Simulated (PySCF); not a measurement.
Structure problem from calculated spectra and properties.

Formula: C4H8BN.

| Item | Value |
| --- | --- |
| XPS | B1s 193.8, C1s 291.2, C1s 291.7, C1s 292.8, C1s 293.1, N1s 406.7 eV [ΔSCF SCAN, pcX-2 on the ionised atom, pcseg-1 elsewhere, spin-free X2C] |
| Rotational structure | rotational constants A, B, C: 12.730, 1.408, 1.341 GHz [PBE0-D3(BJ)/def2-SVP] |
| 13C NMR | chemical shifts (computed TMS as zero) by class: 133.1 (1 C), 132.6 (1 C), 113.7 (1 C), 24.7 (1 C) ppm [GIAO PBE0/pcSseg-1] |
| NMR, other nuclei | isotropic shieldings of nuclei other than C and H, by class: 137 (1 B), 26 (1 N) ppm [GIAO PBE0/pcSseg-1] |
| Couplings | largest of the computed one-bond spin–spin couplings (means over like bonds): 13C–1H +173.2, 13C–1H +172.8, 13C–1H +166.6, 13C–1H +141.7 (×2), 11B–1H +114.1 (×3), 13C–13C +78.5, 13C–13C +74.6, 15N–13C -52.8 Hz [B3LYP/pcJ-1, spin–dipole term left out for some pairs] |
| UV, first state | lowest singlet excitation: 5.39 eV (230 nm, f = 0.003) [TDDFT PBE0/def2-SVPD] |
| UV, strongest line | among the 10 lowest singlet transitions: S6 at 6.76 eV (183 nm, f = 0.304) [TDDFT PBE0/def2-SVPD] |

Gas-phase values; electronic properties from PySCF, density fitting. Levels stand in brackets. Geometry: PBE0-D3(BJ)/def2-SVP, one conformer, isolated molecule. Each NMR value is the plain mean over a class of atoms that symmetry, rotation or inversion makes alike.

Q: Give a SMILES that accounts for the data.

A: Numbering: `[BH3-:1][N+:2]#[C:3][CH2:4][CH:5]=[CH2:6]`. 4 carbons fall into 4 classes; from least to most shielded: alkene CH carbon [C5] (133.1 ppm), terminal =CH2 carbon [C6] (132.6 ppm), triply bonded carbon [C3] (113.7 ppm), allylic carbon [C4] (24.7 ppm). The other shieldings belong to: 137 ppm, four-coordinate boron [B1]; 26 ppm, nitrogen bonded to B and C [N2]. The couplings run between: +173.2 Hz, alkene CH carbon [C5] and its hydrogen; +172.8 Hz, terminal =CH2 carbon [C6] and its hydrogen; +166.6 Hz, terminal =CH2 carbon [C6] and its hydrogen; +141.7 Hz, allylic carbon [C4] and its hydrogen (with 1 like pair); +114.1 Hz, four-coordinate boron [B1] and its hydrogen (with 2 like pairs); +78.5 Hz, alkene CH carbon [C5] and terminal =CH2 carbon [C6]; +74.6 Hz, triply bonded carbon [C3] and allylic carbon [C4]; -52.8 Hz, nitrogen bonded to B and C [N2] and triply bonded carbon [C3]. The core levels belong to: B1s 193.8 eV, four-coordinate boron [B1]; C1s 291.2 eV, terminal =CH2 carbon [C6]; C1s 291.7 eV, alkene CH carbon [C5]; C1s 292.8 eV, triply bonded carbon [C3]; C1s 293.1 eV, allylic carbon [C4]; N1s 406.7 eV, nitrogen bonded to B and C [N2]. The hole state at 406.7 eV has ⟨S²⟩ = 0.82 against 0.75, so that value is less sure. The hole state at 292.8 eV has ⟨S²⟩ = 0.84 against 0.75, so that value is less sure. The optimised geometry has point group C1 and is an asymmetric top. Structure: `[BH3-][N+]#CCC=C`. The assignments are read from this structure; whether some other isomer fits the data as well wasn't checked.

Conformer computed: `[BH3-:1][N+:2]#[C:3][CH2:4][CH:5]=[CH2:6]`: C3–C4–C5–C6 121°.
